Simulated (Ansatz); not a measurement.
Ge10H14⁺, a cluster with a defect cut from the lattice of germanium (two caps of one atom removed). Total charge 1; doublet. Geometry PBE-D4/def2-SVP, that of the neutral singlet; atoms count from 1.

```tsv
atom	x (Å)	y (Å)	z (Å)
Ge1	-2.076	1.487	-1.096
Ge2	-1.499	-1.678	1.282
Ge3	0.152	-1.466	-2.356
Ge4	2.006	2.249	-1.726
Ge5	2.430	-1.091	0.795
Ge6	0.202	1.861	2.054
Ge7	-1.829	-0.943	-1.026
Ge8	-0.011	2.571	-0.298
Ge9	0.485	-0.563	2.176
Ge10	2.103	-0.231	-1.492
H11	-3.262	1.965	-0.204
H12	-2.376	1.935	-2.558
H13	-2.747	-1.318	2.141
H14	-1.311	-3.223	1.330
H15	-0.104	-1.073	-3.843
H16	0.477	-2.991	-2.323
H17	2.675	-2.628	0.717
H18	3.701	-0.443	1.424
H19	-1.068	2.328	2.828
H20	1.434	2.559	2.705
H21	-3.087	-1.628	-1.645
H22	-0.356	4.100	-0.231
H23	0.740	-0.999	3.653
H24	3.324	-0.779	-2.310
```

Single mean-field runs in def2-TZVP are fitted with def2-universal-jkfit.

Q: Estimate the Mulliken populations from the PBE0/def2-TZVP orbitals of Ansatz.

A: 
```
atom  charge (e)  spin (α − β)
 Ge1        0.03          0.03
 Ge2        0.02          0.00
 Ge3        0.03          0.03
 Ge4        0.52          0.53
 Ge5        0.03          0.03
 Ge6        0.03          0.03
 Ge7       -0.16          0.00
 Ge8       -0.24          0.14
 Ge9       -0.16          0.00
Ge10       -0.24          0.14
 H11        0.09          0.02
 H12        0.07          0.00
 H13        0.07          0.00
 H14        0.07          0.00
 H15        0.07          0.00
 H16        0.09          0.02
 H17        0.09          0.02
 H18        0.07          0.00
 H19        0.09          0.02
 H20        0.07          0.00
 H21        0.09          0.01
 H22        0.10          0.00
 H23        0.09          0.01
 H24        0.10          0.00
```
Mulliken values depend strongly on the basis.

Q: Where does the spin sit?

A: Summed by element: Ge 0.93, H 0.07, of 1 unpaired in all. Largest on single atoms: Ge4 0.53, Ge10 0.14, Ge8 0.14.

Q: And the Mayer bond orders between heavy atoms (over 0.3)?

A: Ge1–Ge7 0.85 (2.44 Å); Ge1–Ge8 0.77 (2.47 Å); Ge2–Ge7 0.85 (2.45 Å); Ge2–Ge9 0.85 (2.45 Å); Ge3–Ge7 0.85 (2.44 Å); Ge3–Ge10 0.77 (2.47 Å); Ge4–Ge8 0.87 (2.49 Å); Ge4–Ge10 0.87 (2.49 Å); Ge5–Ge9 0.85 (2.44 Å); Ge5–Ge10 0.77 (2.47 Å); Ge6–Ge8 0.77 (2.47 Å); Ge6–Ge9 0.85 (2.44 Å).
